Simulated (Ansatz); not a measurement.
The same ligand exchange along the group B, Al, In.

Calculated with Ansatz (gas phase, PBE0-D4/def2-TZVP geometries, no zero-point term in ΔE). CBS: MP2 limit from def2 TZ/QZ plus the TZ coupled-cluster correction, frozen cores. This one scheme is used for every species. DFT in def2-TZVPP. Elements past krypton have def2 core potentials. For In outer-core shells are correlated without core-valence functions, which leaves a few kJ/mol of doubt a bond. Each species was taken in one conformer, which may not be the lowest.

```tsv
reaction	B2PLYP (kJ/mol)	HF/CBS(def2) (kJ/mol)	LDA (SPW92) (kJ/mol)	PBE0-D4 (kJ/mol)	CCSD(T)/CBS(def2) (kJ/mol)
`FB(F)O[SiH3]` + H₂S → `FB(S)O[SiH3]` + H–F	86	111	73	74	77
`[F][Al]([F])[O][SiH3]` + H₂S → `[F][Al]([SH])[O][SiH3]` + H–F	71	82	55	55	64
`[F][In]([F])[O][SiH3]` + H₂S → `[F][In]([SH])[O][SiH3]` + H–F	-48	-38	-63	-60	-56
```

Largest T1 diagnostic: 0.017, for `[F][In]([F])[O][SiH3]`.
